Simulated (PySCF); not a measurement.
## From a computed spectrum to the compound

A species of 4 atoms with charge 2 has these harmonic modes (PBE0, small Gaussian bases with core potentials, PySCF 2.14.0):

| cm⁻¹ | km/mol | symmetry |
| --- | --- | --- |
| 321 | 15.4 | a1 |
| 543 | 89.5 | b2 |
| 571 | 353.3 | b1 |
| 1682 | 105.1 | a1 |
| 3729 | 282.4 | a1 |
| 3780 | 302.9 | b2 |

Q: Which species is it, and in which structure?

A: [Nd(H2O)]2+ (singlet in the valence; each metal's 4f electrons, 4 of them, lie in its core potential, out of spins and levels):
```xyz
4

Nd    0.0000    0.0000   -0.2864
O     0.0000    0.0000    2.1885
H     0.7656    0.0000    2.7940
H    -0.7656    0.0000    2.7940
```
Ideal gas at 298.15 K and 1 bar: S = 277.6 J/(mol K), Cp = 49.7 J/(mol K), H − H(0 K) = 11.9 kJ/mol (rigid rotor, harmonic modes, spin degeneracy alone, that of the 4f electrons in the core included). An lcecp potential fixes the number of 4f electrons, so in runs with it no electron can move into or out of that shell; real Nd(II) is rare or takes another configuration.
 The answer isn't unique; the calculation gave this one.
